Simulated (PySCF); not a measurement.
Atom-mapped SMILES (the numbers label the heavy atoms): `[CH2:1]=[CH:2][c:3]1[cH:4][cH:5][n:6][n:7]1[CH:8]([CH3:9])[CH3:10]`; H(Xn) means a hydrogen on atom n. Ha(C1) is cis to C3; Hb(C1) is trans to C3.

- coordinates at the GFN2-xTB level
- NMR shieldings at PBE0/pcSseg-1/GIAO
- program: PySCF
- non-relativistic Hamiltonian, in vacuum, fast rotation and ring inversion assumed for equivalent nuclei, one computed conformer

Predict the 2D correlation tables (HSQC, COSY, HMBC).

## Answers



HSQC (one-bond C–H):
| δH | δC |
| --- | --- |
| 7.61 (H(C5)) | 142.2 (C5) |
| 6.78 (H(C2)) | 129.5 (C2) |
| 6.77 (H(C4)) | 108.1 (C4) |
| 6.12 (Ha(C1)) | 119.7 (C1) |
| 5.54 (Hb(C1)) | 119.7 (C1) |
| 4.34 (H(C8)) | 50.9 (C8) |
| 1.53 (H(C9)/H(C10)) | 25.1 (C9/C10) |

COSY cross peaks (H two or three bonds apart, from the bond graph; peaks can be absent where the dihedral angle is near 90°):
| δH | δH |
| --- | --- |
| 7.61 (H(C5)) | 6.77 (H(C4)) |
| 6.78 (H(C2)) | 6.12 (Ha(C1)) |
| 6.78 (H(C2)) | 5.54 (Hb(C1)) |
| 6.12 (Ha(C1)) | 5.54 (Hb(C1)) |
| 4.34 (H(C8)) | 1.53 (H(C9)/H(C10)) |

HMBC (two and three bonds, from the bond graph):
| δH | δC |
| --- | --- |
| 7.61 (H(C5)) | 143.8 (C3), 108.1 (C4) |
| 6.78 (H(C2)) | 143.8 (C3), 119.7 (C1), 108.1 (C4) |
| 6.77 (H(C4)) | 143.8 (C3), 142.2 (C5), 129.5 (C2) |
| 6.12 (Ha(C1)) | 143.8 (C3), 129.5 (C2) |
| 5.54 (Hb(C1)) | 143.8 (C3), 129.5 (C2) |
| 4.34 (H(C8)) | 143.8 (C3), 25.1 (C9/C10) |
| 1.53 (H(C9)/H(C10)) | 50.9 (C8), 25.1 (C9/C10) |

References, each an isolated molecule treated in the same way: ¹H (31.72 ppm) and ¹³C (186.93 ppm) against TMS.

Short H···H contacts in this conformer between protons four or more bonds apart (candidates for NOE cross peaks, intensity ∝ r⁻⁶): H(C2)···H(C8) 2.06 Å, Ha(C1)···H(C4) 2.42 Å.

Shifts are as computed. Against solution values, carbons near 30 ppm lie about +3 ppm off and those near 130 ppm about +5 ppm. Of 1211 compounds with measured shifts, 218 miss one by over three times the rms of a fit or turn the order of signals round; such compounds aren't used in these exercises.
